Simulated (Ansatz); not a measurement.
System: SeO2, charge 0, singlet. SeO2 (selenium dioxide, SMILES O=[Se]=O).
B3LYP-D3(BJ)/def2-TZVP minimum from Ansatz (an electronic-structure program):
```xyz
3

O     -1.3669     0.5583    -0.0329
Se     0.0083    -0.2816     0.0062
O      1.3317     0.6385     0.0066
```
Charge 0, spin multiplicity 1.

Total energies in hartree (Ansatz). Radicals and triplets start from unrestricted determinants; spin-orbit coupling is neglected. Cores are frozen in correlated methods (noble-gas shells, and filled d and f shells in the p block). No relativity. The T1 diagnostic of O2Se (O=[Se]=O, singlet) reaches 0.030 in the sets run. The restricted determinant of O2Se (O=[Se]=O, singlet) is unstable towards broken spin symmetry in at least one set run.

```csv
species,HF/cc-pVTZ,CCSD(T)/cc-pVTZ,HF/cc-pVQZ,CCSD(T)/cc-pVQZ,CCSDT(Q)/cc-pVTZ
"1: SeO2 (selenium dioxide, SMILES O=[Se]=O)",-2549.56335,-2550.24964,-2549.58182,-2550.31685,-2550.25402
2: O (triplet),-74.81176,-74.97396,-74.81729,-74.99357,-74.97430
3: Se (triplet),-2399.87209,-2399.99441,-2399.87500,-2400.00700,-2399.99510
```

Work out the atomisation energy (electronic, to ground-state atoms) in kJ/mol: take Hartree-Fock from cc-pVQZ, extrapolate the CCSD(T) correlation energy as X^-3 (X = 3, 4), and add CCSDT(Q) - CCSD(T) in cc-pVTZ. 1 hartree = 2625.5 kJ/mol.


Species 1: correlation (64·(-0.73503) - 27·(-0.68629))/37 = -0.77060; step -0.00438; E1 = -2549.58182 + (-0.77060) + (-0.00438) = -2550.35680
Species 2: correlation (64·(-0.17628) - 27·(-0.16220))/37 = -0.18655; step -0.00034; E2 = -74.81729 + (-0.18655) + (-0.00034) = -75.00418
Species 3: correlation (64·(-0.13200) - 27·(-0.12232))/37 = -0.13906; step -0.00069; E3 = -2399.87500 + (-0.13906) + (-0.00069) = -2400.01475
-1·E1 +2·E2 +1·E3 = 0.33369 hartree = 876.1 kJ/mol.
